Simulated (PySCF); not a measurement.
**C₆ coefficients of unlike pairs at PW91**

Calculated with PySCF 2.14 from the dipole response of each species, C₆(A,B) = (3/π) ∫ α_A(iu) α_B(iu) du, in atomic units, from isotropic polarisabilities. For ions this is the dispersion term alone; charge-induced terms of lower order in 1/R come first.

```
species           configuration                                        basis      relativity  α (bohr³)  C₆ (like pair)
 Sb(2+)  [Kr] 4d10 5s2 5p1 (2P)  aug-cc-pwCVTZ-PP with ECP28MDF (8s7p6d4f1g)  core potential      15.47           97.03
     Sc       [Ar] 3d1 4s2 (2D)                      dyall-av2z (16s12p7d2f)            none      124.3            1487
     Sb  [Kr] 4d10 5s2 5p3 (4S)                 aug-cc-pVQZ-DK3 (9s8p6d3f2g)   spin-free X2C      47.79           523.1
```

Estimate C₆ for Sb with Sb(2+).

The integral gives 217.6. The combination rule 2 C_A C_B / (C_A α_B/α_A + C_B α_A/α_B) gives 216.4 and the geometric mean 225.3.

No spin-orbit coupling is included.

The other pairs:

```json
{"pair": "Sc, Sb(2+)", "C₆": "309.7"}
{"pair": "Sb, Sc", "C₆": "814.8"}
```
